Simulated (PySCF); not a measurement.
C7H9O2 (doublet state).
Structure used (GFN2-xTB), in Å, numbered top down from 1:
```xyz
18
C7H9O2 angstrom
C     -3.1008   -0.4077   -0.3518
C     -1.9298    0.5575   -0.4528
C     -0.6321   -0.0654   -0.0303
O     -0.4811   -1.1986    0.3392
C      0.5487    0.9383   -0.0993
O      0.3075    2.1482   -0.1154
C      1.7773    0.3054   -0.1507
C      2.4479   -0.9823   -0.2598
C      3.1028    0.2854   -0.7678
H     -3.2144   -0.7577    0.6712
H     -4.0207    0.0831   -0.6592
H     -2.9341   -1.2734   -0.9884
H     -1.8007    0.9217   -1.4759
H     -2.0815    1.4429    0.1704
H      2.0673   -1.7060   -0.9698
H      2.8222   -1.4414    0.6448
H      3.1863    0.4445   -1.8348
H      3.9264    0.7119   -0.2106
```

The hyperfine couplings belong to this conformer and change with its torsions.

Identity: `CCC(=O)C(=O)[C]1CC1` [radical].

Computed, not measured: PySCF, UKS B3LYP, pcH-1 on C H O, non-relativistic, mean-field spin-orbit, GIAO. Isolated species at its GFN2-xTB geometry (one conformer only). The geometry wasn't refined by DFT: couplings that depend on bond lengths, twists or pyramidal angles can differ widely from those at the functional's own minimum. The frame is twisted about the C5–C7 bond at this geometry (dihedral C3–C5–C7–C8 = 6°); couplings at other torsion angles weren't computed.

**Question.** Count the α and β electrons and give S(S+1).

**Answer.** 67 electrons with 2S = 1: 34 α and 33 β; S(S+1) = 0.75.

Mulliken spin populations, one withheld:

| atom | bound to | population |
| --- | --- | --- |
| C1 | C2, H10, H11, H12 | +0.0008 |
| C2 | C1, C3, H13, H14 | -0.0001 |
| C3 | C2, O4, C5 | -0.0015 |
| O4 | C3 | +0.0256 |
| C5 | C3, O6, C7 | ? |
| O6 | C5 | +0.3476 |
| C7 | C5, C8, C9 | +0.7025 |
| C8 | C7, C9, H15, H16 | -0.0404 |
| C9 | C8, C7, H17, H18 | -0.0469 |
| H10 | C1 | -0.0001 |
| H11 | C1 | -0.0001 |
| H12 | C1 | -0.0001 |
| H13 | C2 | 0.0000 |
| H14 | C2 | -0.0014 |
| H15 | C8 | +0.0282 |
| H16 | C8 | +0.0248 |
| H17 | C9 | +0.0201 |
| H18 | C9 | +0.0287 |

**Question.** Fill in the missing population.

**Answer.** The populations add up to Nα − Nβ = 1, and the others sum to 1.0877, so C5 holds -0.088.

**Question.** Sum the populations by element and by sign.

**Answer.** Carbon +0.53, oxygen +0.37, hydrogen +0.10. The positive populations sum to 1.18, the negative ones to -0.18.

**Question.** With ⟨S²⟩ = 0.7671, find the sum of squared α–β overlaps and estimate the admixture of higher spin.

**Answer.** Σ|⟨iα|jβ⟩|² over occupied orbitals = Nβ − [⟨S²⟩ − S(S+1)] = 33 − 0.0171 = 32.9829. If the quartet state (S + 1) were the only admixture, its weight would be 0.0171/(2S + 2) = 0.57 %.

**Question.** What Fermi-contact NMR shifts do the couplings of C2, C3, C5, C8, C9, H13/H14 imply at 250 K (Curie law, g = gₑ)?

**Answer.** δ = a_FC·h·gₑ μB S(S+1)/(3 g_N μN kT), with k/h = 20836.6 MHz/K:

```
 nuclei  isotope  a_FC (MHz)     g_N  contact shift (ppm)
     C2      13C        1.15  1.4048                 +144
     C3      13C        3.15  1.4048                 +396
     C5      13C      -38.79  1.4048                -4872
     C8      13C      -18.96  1.4048                -2382
     C9      13C      -19.88  1.4048                -2497
H13/H14       1H       -2.24  5.5857                  -71
```

All at the stated temperature. Entries for several nuclei are means.

Nuclei that the bonding pattern makes equivalent are averaged, as if the motion that swaps them (rotation, inversion, ring flip) were fast. C8 and C9, with what hangs on them, aren't averaged: C7 is flat or nearly so (angle sum 353°), and its turn about the short C7–C5 bond (1.38 Å) is taken as slow.

Examples of negative spin density at the nucleus (bohr⁻³): C5 (-0.0345), C9 (-0.0177) and C8 (-0.0169).

Time: 2.3 min (with the writing of density and orbital grids); peak memory 1.1 GiB. Hardware: one thread of an Arm Neoverse V1 (shared host).
